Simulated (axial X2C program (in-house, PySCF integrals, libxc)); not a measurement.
# Which molecule has these constants?

Computed with an in-house all-electron X2C program for linear molecules (integrals from PySCF), spin-free (one-electron X2C) or two-component (2c: spin–orbit coupling with atomic mean-field Coulomb and Gaunt terms, which also bring small scalar terms), in Dyall basis sets with cores contracted in-house; open shells are unrestricted.

A two-component PBE0 calculation in a Dyall 3-zeta basis gave Re = 2.139 Å, ωe = 527.7 cm⁻¹, dipole magnitude 4.70 D, Ω = 1.

Which molecule is it?
A. TaP
B. WP
C. HfP
D. CsP
E. BaP

A. The others have CsP 3.269 Å and 167.5 cm⁻¹ (Ω = 1); HfP 2.184 Å and 517.7 cm⁻¹ (Ω = 1/2); WP 2.118 Å and 496.1 cm⁻¹ (Ω = 3/2); BaP 2.518 Å and 359.1 cm⁻¹ (Ω = 1/2).

Each entry is the lowest single determinant of a limited PBE0 search at one distance. De goes to single-determinant-based atoms at the same level (for ions the charge split of lowest energy) and is withheld (n/a) where an atom does not fit its ground term or J level. Main or longest-lived isotopes. One determinant is a doubtful description, or other states lie close, for TaP, CsP, WP, BaP; these need not be ground states, and all values refer to the states named. Some open-shell Ω = 0 determinants are out of reach, so the Ω given for CsP need not be the lowest component. With several unpaired electrons the Ω given is that of one determinant, not necessarily of the lowest component. The functionals have no current term, which raises determinants with orbital currents.
